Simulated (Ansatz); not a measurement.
Gas-phase electronic energies from Ansatz, PBE0-D4/def2-TZVP geometries. CCSD(T)/CBS is the MP2 limit (def2-TZVPP, def2-QZVPP) plus CCSD(T) − MP2 in def2-TZVPP, frozen cores. DFT in def2-TZVPP. B3LYP here is the variant with VWN-RPA as its local correlation; programs differ in this. For Ge outer-core shells are correlated without core-valence functions, which leaves a few kJ/mol of doubt a bond. Scalar relativity is left out up to krypton. One conformer a species, not always the lowest.

Consider the redistribution: `N[SiH](Cl)O[SiH3]` + `C[O][Ge][NH2]` → `N[SiH](N)O[SiH3]` + `C[O][Ge][Cl]`.

`N[SiH](Cl)O[SiH3]`:

Cartesian coordinates in Å:
```
N -0.533 -2.188 0.027
Si 0.057 -0.776 0.749
Cl -1.326 0.238 1.912
O 0.507 0.249 -0.423
Si 0.493 1.839 -0.840
H -1.198 -2.141 -0.728
H -0.654 -3.022 0.578
H 1.164 -1.126 1.657
H 1.373 1.990 -2.023
H -0.887 2.263 -1.186
H 1.004 2.673 0.276
```

`C[O][Ge][NH2]`:

```xyz
9

C     0.242    0.307    1.693
O    -0.093   -0.168    0.416
Ge    0.421    0.719   -1.061
N    -0.360   -0.473   -2.181
H     0.828    1.236    1.664
H    -0.668    0.502    2.271
H     0.830   -0.445    2.230
H    -0.339   -0.394   -3.183
H    -0.859   -1.285   -1.848
```

`N[SiH](N)O[SiH3]`:

```xyz
13

N     0.861    1.263   -0.965
Si   -0.558    0.323   -0.807
N    -0.285   -1.094   -1.707
O    -0.795    0.160    0.810
Si    0.018   -0.317    2.144
H     1.030    2.040   -0.348
H     1.265    1.417   -1.874
H    -1.835    0.884   -1.311
H    -1.052   -1.658   -2.033
H     0.563   -1.628   -1.609
H     0.853   -1.516    1.862
H    -0.968   -0.649    3.202
H     0.904    0.773    2.634
```

`C[O][Ge][Cl]`:

```xyz
7

C    -0.748    0.372    0.212
O     0.448    0.839   -0.371
Ge    1.962    0.040   -0.789
Cl    1.550   -2.040   -0.149
H    -0.935    0.928    1.134
H    -0.702   -0.696    0.440
H    -1.575    0.556   -0.478
```

```json
{"level": "PBE-D4", "ΔE (kcal/mol)": "-7.6"}
{"level": "B3LYP-D4", "ΔE (kcal/mol)": "-8.5"}
{"level": "ωB97M-V", "ΔE (kcal/mol)": "-7.2"}
{"level": "SCS-MP2/def2-TZVPP", "ΔE (kcal/mol)": "-5.7"}
{"level": "CCSD(T)/def2-TZVPP", "ΔE (kcal/mol)": "-6.1"}
{"level": "MP2/def2-QZVPP", "ΔE (kcal/mol)": "-5.7"}
{"level": "HF/CBS(def2)", "ΔE (kcal/mol)": "-7.4"}
{"level": "MP2/CBS(def2)", "ΔE (kcal/mol)": "-5.9"}
```

**Question.** What does CCSD(T)/CBS give? (An estimate is asked.)

**Answer.** Ansatz gave: -6.4 kcal/mol. The listed levels differ from it by -1.2, -2.1, -0.8, 0.7, 0.3, 0.7, -1.0, 0.5 kcal/mol.

Largest T1 diagnostic among the species: 0.015.

In def2-TZVPP, CCSD(T) changes the Hartree–Fock value by +1.2 kcal/mol (the triples alone add −0.0 kcal/mol) and MP2 by +1.8 kcal/mol.
